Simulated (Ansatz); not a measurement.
Input for Ansatz (an electronic-structure program): R-B3LYP-D3(BJ)/def2-TZVP on C2H7Br (a complex).

Ansatz 0.2 input:
```yaml
crystal:
  periodic: [false, false, false]
  atoms:
    - {symbol: C, position_ang: [0.04016858, 0.02007139, 0.15006004]}
    - {symbol: H, position_ang: [-0.13796269, -0.69186974, 0.94579363]}
    - {symbol: H, position_ang: [-0.60291709, 0.88184057, 0.27977857]}
    - {symbol: H, position_ang: [1.07731546, 0.33187054, 0.16242371]}
    - {symbol: H, position_ang: [-0.17934008, -0.44741436, -0.80076397]}
    - {symbol: C, position_ang: [0.59349130, 1.25488633, 3.80042771]}
    - {symbol: Br, position_ang: [-0.08410954, -0.53120114, 4.12141463]}
    - {symbol: H, position_ang: [0.68379863, 1.39023944, 2.72780176]}
    - {symbol: H, position_ang: [1.56074936, 1.33949081, 4.28470558]}
    - {symbol: H, position_ang: [-0.11220311, 1.96295888, 4.22219476]}
basis:
  gaussian:
    orbitals: def2-TZVP
hamiltonian:
  xc: b3lyp
  dispersion: d3bj
relax: {f_tol: 0.004, max_steps: 120}
scf: {lower_state_search: off}
```

Predict the final total energy.

-2654.6598 hartree.

How many basis functions does it have, and what does it roughly cost on one machine?

152 functions; very roughly 30 core-seconds.
